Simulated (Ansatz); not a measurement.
Input for Ansatz (a quantum-chemistry and plane-wave program): U-CCSD(T)/cc-pVTZ on H6 chain, a point of a bond scan (R = 3.600 Å).

Ansatz 0.2 input:
```yaml
crystal:
  periodic: [false, false, false]
  atoms:
    - {symbol: H, position_ang: [0.00000000, 0.00000000, 0.00000000]}
    - {symbol: H, position_ang: [0.00000000, 0.00000000, 3.60000000]}
    - {symbol: H, position_ang: [0.00000000, 0.00000000, 7.20000000]}
    - {symbol: H, position_ang: [0.00000000, 0.00000000, 10.80000000]}
    - {symbol: H, position_ang: [0.00000000, 0.00000000, 14.40000000]}
    - {symbol: H, position_ang: [0.00000000, 0.00000000, 18.00000000]}
basis:
  gaussian:
    orbitals: cc-pVTZ
correlation: {method: ccsd_t, electrons: outside_noble_gas}
scf: {omitted_lower_state_checks: [cluster_reference]}
magnetization: {spin_polarized: true, initial_magnetization: 0}
```

Program output:

```
WARN ansatz: RAYON_NUM_THREADS=2 ignored (pool sized by the plan → 2); use --threads N
Functional definition: HF
these checks for a lower state are left out or cut short: cluster_reference
integrals: 0.09 GiB planned
395 factors; integrals over basis functions are off by at most 1.9e-4 eV
mean field: 0.10 GiB planned
mean field evaluation 1: about -65.1000 eV, gradient 1.8e0 eV
mean field evaluation 2: about -65.0995 eV, gradient 1.8e0 eV
mean field evaluation 4: about -65.4414 eV, gradient 6.9e-1 eV
mean field evaluation 8: about -65.5014 eV, gradient 6.5e-4 eV
mean field evaluation 16: about -65.5014 eV, gradient 6.3e-5 eV
mean field evaluation 32: about -81.6062 eV, gradient 1.3e-6 eV
mean field evaluation 64: about -81.6030 eV, gradient 3.4e-2 eV
mean field evaluation 96: about -74.4572 eV, gradient 6.5e-6 eV
mean field evaluation 128: about -74.6362 eV, gradient 8.6e0 eV
mean field evaluation 160: about -76.2244 eV, gradient 2.8e-5 eV
mean field evaluation 192: about -77.1189 eV, gradient 5.6e0 eV
mean field evaluation 224: about -75.6207 eV, gradient 7.3e0 eV
mean field evaluation 256: about -81.5968 eV, gradient 3.5e-4 eV
mean field -81.60616958 eV, -2.9989714176 hartree, gradient 3.5e-6 eV, S^2 2.995689; 25 other end points of the search recorded, 0 dependent functions left out
reference -81.60616958 eV, -2.9989714176 hartree; 3, 3 occupied and 81, 81 virtual orbitals, 395 factors
second order -0.00304518 eV of doubles, -0.00000000 eV of singles
coupled cluster: 0.26 GiB planned
cycle   1  -0.00399567 eV  change   -9.5e-4 eV  update   2.8e-3
cycle   2  -0.00461271 eV  change   -6.2e-4 eV  update   1.2e-3
cycle   3  -0.00464017 eV  change   -2.7e-5 eV  update   3.7e-4
cycle   4  -0.00463262 eV  change    7.5e-6 eV  update   2.4e-4
cycle   5  -0.00463771 eV  change   -5.1e-6 eV  update   2.2e-4
cycle   6  -0.00464887 eV  change   -1.1e-5 eV  update   2.2e-4
cycle   7  -0.00467186 eV  change   -2.3e-5 eV  update   2.1e-4
cycle   8  -0.00476678 eV  change   -9.5e-5 eV  update   2.1e-4
cycle   9  -0.00548378 eV  change   -7.2e-4 eV  update   2.1e-4
cycle  10  -0.00830713 eV  change   -2.8e-3 eV  update   1.9e-4
cycle  11  -0.00934201 eV  change   -1.0e-3 eV  update   1.1e-4
cycle  12  -0.00958171 eV  change   -2.4e-4 eV  update   9.0e-5
cycle  13  -0.01002262 eV  change   -4.4e-4 eV  update   6.4e-5
cycle  14  -0.00994214 eV  change    8.0e-5 eV  update   6.1e-5
cycle  15  -0.00994613 eV  change   -4.0e-6 eV  update   5.9e-5
cycle  16  -0.00994685 eV  change   -7.2e-7 eV  update   5.9e-5
cycle  17  -0.00994598 eV  change    8.7e-7 eV  update   5.9e-5
cycle  18  -0.00996125 eV  change   -1.5e-5 eV  update   5.8e-5
cycle  19  -0.01006142 eV  change   -1.0e-4 eV  update   5.7e-5
cycle  20  -0.01036781 eV  change   -3.1e-4 eV  update   5.0e-5
cycle  21  -0.01054006 eV  change   -1.7e-4 eV  update   3.1e-5
cycle  22  -0.01059503 eV  change   -5.5e-5 eV  update   2.1e-5
cycle  23  -0.01061207 eV  change   -1.7e-5 eV  update   1.8e-5
cycle  24  -0.01061597 eV  change   -3.9e-6 eV  update   1.8e-5
cycle  25  -0.01061942 eV  change   -3.4e-6 eV  update   1.8e-5
cycle  26  -0.01062314 eV  change   -3.7e-6 eV  update   1.8e-5
cycle  27  -0.01063151 eV  change   -8.4e-6 eV  update   1.8e-5
cycle  28  -0.01067860 eV  change   -4.7e-5 eV  update   1.8e-5
cycle  29  -0.01071256 eV  change   -3.4e-5 eV  update   1.7e-5
cycle  30  -0.01072369 eV  change   -1.1e-5 eV  update   1.7e-5
cycle  31  -0.01072418 eV  change   -4.9e-7 eV  update   1.7e-5
cycle  32  -0.01072318 eV  change    1.0e-6 eV  update   1.7e-5
cycle  33  -0.01072483 eV  change   -1.7e-6 eV  update   1.7e-5
cycle  34  -0.01072479 eV  change    4.0e-8 eV  update   1.7e-5
cycle  35  -0.01072914 eV  change   -4.4e-6 eV  update   1.7e-5
cycle  36  -0.01074478 eV  change   -1.6e-5 eV  update   1.6e-5
cycle  37  -0.01080063 eV  change   -5.6e-5 eV  update   1.6e-5
cycle  38  -0.01081533 eV  change   -1.5e-5 eV  update   1.3e-5
cycle  39  -0.01081553 eV  change   -2.0e-7 eV  update   1.2e-5
cycle  40  -0.01081025 eV  change    5.3e-6 eV  update   1.2e-5
cycle  41  -0.01078910 eV  change    2.1e-5 eV  update   1.1e-5
cycle  42  -0.01074700 eV  change    4.2e-5 eV  update   9.6e-6
cycle  43  -0.01071548 eV  change    3.2e-5 eV  update   6.0e-6
cycle  44  -0.01070687 eV  change    8.6e-6 eV  update   3.7e-6
cycle  45  -0.01070579 eV  change    1.1e-6 eV  update   3.1e-6
coupled cluster: 0.26 GiB planned
perturbative correction -0.00040807 eV, -0.0000149964 hartree
Total energy: -81.61728345 eV, -2.9993798446 hartree
Checks for a lower state left out: cluster_reference
```

Self-consistency was reached. Its determinant has ⟨S²⟩ = 3.00, a mixture of spin states.

Cost: roughly 10 core-seconds.
